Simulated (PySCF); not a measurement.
## Partial charges of `C=Pc1ccc(OC)cc1`

C₈H₉OP.
Structure used (GFN2-xTB), in Å, numbered top down from 1:
```
atom  x, y, z in Å
C1     3.825   -0.624   -0.818
P2     3.370    0.647    0.157
C3     1.546    0.537    0.083
C4     0.863   -0.670    0.158
C5    -0.519   -0.714    0.128
C6    -1.249    0.466    0.025
O7    -2.607    0.543   -0.014
C8    -3.354   -0.647    0.066
C9    -0.569    1.685   -0.035
C10    0.806    1.717    0.006
H11    3.135   -1.264   -1.342
H12    4.873   -0.827   -0.968
H13    1.416   -1.594    0.256
H14   -1.014   -1.670    0.189
H15   -4.398   -0.342    0.022
H16   -3.138   -1.316   -0.773
H17   -3.172   -1.174    1.008
H18   -1.148    2.592   -0.106
H19    1.323    2.666   -0.035
```

Density: PBE0/pcSseg-1 (PySCF); schemes: Mulliken, IAO, Hirshfeld and ESP-fitted. One conformer (not necessarily the lowest) at the GFN2-xTB geometry, without solvent, vibrations or thermal averaging.

**Question.** Which atoms carry the lowest charge in the Mulliken, IAO, Hirshfeld and ESP-fitted schemes?

**Answer.** The schemes don't all agree: Mulliken O7 (-0.487); IAO C1 (-0.576); Hirshfeld C1 (-0.162); ESP-fitted C9 (-0.470).

**Question.** At which atom do the 4 schemes differ most?

**Answer.** At P2: from -0.138 (ESP-fitted) to +0.420 e (Mulliken), 0.558 e apart.

**Question.** For which atoms does the sign change between the 4 schemes (beyond +0.03 e in one, beyond −0.03 e in another)?

**Answer.** P2 and C3.

**Question.** Tabulate the Mulliken, IAO, Hirshfeld and ESP-fitted charges.

**Answer.** In e:

| atom | environment | Mulliken | IAO | Hirshfeld | ESP-fitted |
| --- | --- | --- | --- | --- | --- |
| C1 | carbon bonded to P and 2 H | -0.481 | -0.576 | -0.162 | -0.300 |
| P2 | phosphorus bonded to 2 C | +0.420 | +0.401 | +0.107 | -0.138 |
| C3 | substituted aromatic carbon | -0.439 | -0.220 | -0.072 | +0.110 |
| C4 | aromatic CH carbon | +0.001 | -0.133 | -0.047 | -0.083 |
| C5 | aromatic CH carbon | -0.140 | -0.219 | -0.076 | -0.419 |
| C6 | aromatic carbon bearing oxygen | +0.225 | +0.209 | +0.080 | +0.540 |
| O7 | aryl ether oxygen | -0.487 | -0.324 | -0.105 | -0.337 |
| C8 | methoxy carbon | -0.041 | -0.208 | -0.031 | -0.110 |
| C9 | aromatic CH carbon | -0.085 | -0.181 | -0.067 | -0.470 |
| C10 | aromatic CH carbon | 0.000 | -0.138 | -0.049 | -0.081 |
| H11 | hydrogen on C1 | +0.153 | +0.156 | +0.041 | +0.114 |
| H12 | hydrogen on C1 | +0.151 | +0.169 | +0.043 | +0.172 |
| H13 | aromatic hydrogen | +0.082 | +0.153 | +0.046 | +0.149 |
| H14 | aromatic hydrogen | +0.097 | +0.151 | +0.045 | +0.182 |
| H15 | methyl hydrogen | +0.136 | +0.168 | +0.058 | +0.124 |
| H16 | methyl hydrogen | +0.112 | +0.135 | +0.045 | +0.089 |
| H17 | methyl hydrogen | +0.112 | +0.136 | +0.045 | +0.086 |
| H18 | aromatic hydrogen | +0.099 | +0.165 | +0.051 | +0.210 |
| H19 | aromatic hydrogen | +0.083 | +0.155 | +0.048 | +0.161 |

Mean size of the charges over all atoms: IAO 0.210 e, ESP-fitted 0.204 e, Mulliken 0.176 e, Hirshfeld 0.064 e. Each set sums to the total charge, 0, to within 0.001 e. The Mulliken scheme counts on each atom the diagonal of the density matrix times the overlap matrix over that atom's basis functions.

**Question.** How many electrons does the IAO scheme count on C6?

**Answer.** Z − q = 6 − (+0.209) = 5.791.

**Question.** Sum the charges by element, for elements with more than one atom.

**Answer.** 
```csv
element,atoms,Mulliken,IAO,Hirshfeld,ESP-fitted
C,8,-0.959,-1.465,-0.424,-0.813
H,9,+1.026,+1.388,+0.423,+1.288
```

**Question.** How closely do the schemes follow one another over all atoms?

**Answer.** Correlation coefficient and root-mean-square difference: IAO with Hirshfeld 0.99, 0.167 e; Mulliken with Hirshfeld 0.91, 0.171 e; Mulliken with IAO 0.91, 0.099 e; Hirshfeld with ESP-fitted 0.72, 0.200 e; IAO with ESP-fitted 0.67, 0.197 e; Mulliken with ESP-fitted 0.52, 0.235 e.
